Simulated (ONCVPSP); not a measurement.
**Transferability test, ONCV potential for Si (Z = 14)**

* Element: Si
* Generator: ONCVPSP 4.0.1
* Type: optimised norm-conserving Vanderbilt (ONCV)
* Functional: PBE
* Relativity: scalar-relativistic
* Frozen core: [Ne]
* Valence charge: 4
* Reference configuration: 3s2 3p2
* Partial waves: 3s: rc 1.85 bohr, ncon 3, nbas 6, qcut 4.2 1/bohr, 2 projectors, debl 2.5 Ha; 3p: rc 2.40 bohr, ncon 4, nbas 8, qcut 3.6 1/bohr, 3 projectors, debl 2.4 Ha; d scattering state at 0.26 Ha: rc 2.05 bohr, ncon 5, nbas 8, qcut 5.1 1/bohr, 1 projector
* Local potential: polynomial inside 1.70 bohr (lpopt 5, dvloc0 -1 Ha)
* Core correction: none

Energies are relative to the spin-unpolarised reference configuration 3s2 3p2; without spin polarisation the order of configurations can differ from experiment.

Give the all-electron excitation energy and the error of the potential for: 3s2 3p1; 3s2 3p0; 3s1 3p0; 3s2 3p1.5.

```tsv
valence configuration	charge	ΔE all-electron (eV)	error AE − PS (meV)
3s2 3p1	+1	7.740	-2.5
3s2 3p0	+2	23.733	-12
3s1 3p0	+3	57.704	+44
3s2 3p1.5	+0.5	2.921	-0.6
```

Levels in the configuration 3s2 3p1:

| level | all-electron (eV) | pseudo (eV) |
| --- | --- | --- |
| 3s | -19.034 | -19.036 |
| 3p | -11.656 | -11.661 |
